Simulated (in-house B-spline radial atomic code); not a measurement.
The numbers below are computed, except where a source is named.
## Extrapolating the RPA correlation energy in partial waves: Cu⁶⁺

All-electron RPA on PBE orbitals from an all-electron radial atomic-structure program (B-spline basis), scalar-relativistic (spin-free one-electron X2C), finite nucleus, configuration [Ar] 3d5, highest spin. With empty states up to angular momentum L the sums are:

```
L  E_c(L) (hartree)
4         -1.452973
5         -1.524171
6         -1.557748
7         -1.575202
```

For large l each further wave adds A/(l + 1/2)⁴, because the basis must build the cusp where two electrons meet.

**Question.** Estimate the limit from L = 6 and L = 7.

**Answer.** Wave 7 adds -0.017454, against a sum of (l + 1/2)⁻⁴ of 3.16049e-04, so A = -55.226. The sum over l > 7 is ζ(4, 8.5) = 6.4602e-04, close to 1/(3 × 8³) = 6.5104e-04. The tail is -0.035677 and the limit -1.61088 hartree.

**Question.** How good is the estimate?

**Answer.** A run to L = 11 sums to -1.59685 and extrapolates to -1.60503 hartree, 0.56 millihartree from the run before. The estimate differs from that by -5.85 millihartree, while the bare sum at L = 7 misses 29.8 millihartree (1.9 %).
